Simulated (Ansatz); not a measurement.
This geometry of CH4BFO (8 atoms, charge 0, multiplicity 1) is a first-order saddle point.

Level of theory: Ansatz 0.2.0, RKS PBE0-D4/def2-SVP.

```xyz
8
Properties=species:S:1:pos:R:3
O -1.027 1.344 -0.299
B 0.103 0.788 0.173
C 0.337 -0.793 0.133
F 0.880 -1.081 -1.114
H -1.666 0.704 -0.634
H 0.940 1.559 0.584
H -0.601 -1.372 0.246
H 1.035 -1.148 0.910
```

(1) Which two structures does it join? (They come from a converged band through this point; their orientation in space is the band's.)

(2) How far does it lie above each of them?

Answers

(1) No bond is made or broken. The dihedral O1–B2–C3–F4 goes from 0 to 180°.

First end point:

```xyz
8
Properties=species:S:1:pos:R:3
O -0.782 1.367 -0.589
B -0.029 0.766 0.345
C 0.329 -0.760 0.154
F -0.236 -1.227 -1.029
H -1.006 0.731 -1.286
H 0.347 1.413 1.295
H -0.045 -1.373 0.995
H 1.422 -0.918 0.114
```

Last end point:

```xyz
8
Properties=species:S:1:pos:R:3
O -0.799 1.429 -0.556
B -0.030 0.738 0.311
C 0.300 -0.793 0.085
F 1.098 -1.325 1.069
H -1.118 0.917 -1.308
H 0.392 1.349 1.264
H 0.798 -0.935 -0.896
H -0.641 -1.380 0.032
```

(2) 8.0 kcal/mol above the first and 2.8 kcal/mol above the second. This is the barrier of this one path; another mechanism may lie lower.

The run took 5.1 min on 1 thread of Intel(R) Xeon(R) Platinum 8175M CPU @ 2.50GHz (Skylake/Cascade Lake) (shared host), peak memory 0.24 GiB.
